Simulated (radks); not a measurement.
Er3+, configuration [Xe] 4f11. Method: Dirac Kohn-Sham, PBE, spin-unpolarised, spherical densities, point nucleus; open shells are shared between the two j in proportion to 2j + 1; computed with a radial shooting solver on a logarithmic mesh with Libxc functionals.

Normalised radial functions P(r) = r R(r) (large component), r in bohr:

r           4d3/2
0.001479   0.0001
0.002243   0.0002
0.003399   0.0005
0.005153   0.0014
0.007812   0.0039
0.01194    0.0114
0.01809    0.0320
0.02743    0.0853
0.04158    0.2080
0.06303    0.4392
0.09555    0.7355
0.1448     0.8188
0.2213     0.2305
0.3355    -0.8879
0.5086    -1.4670
0.7709    -0.9864
1.169     -0.3109
1.772     -0.0402
2.685     -0.0015
4.104     0.0000

4d3/2: eigenvalue -202.99 eV, 1 radial node at r = 0.243 bohr, <r> = 0.576 bohr, 90 % of the charge inside 0.866 bohr.
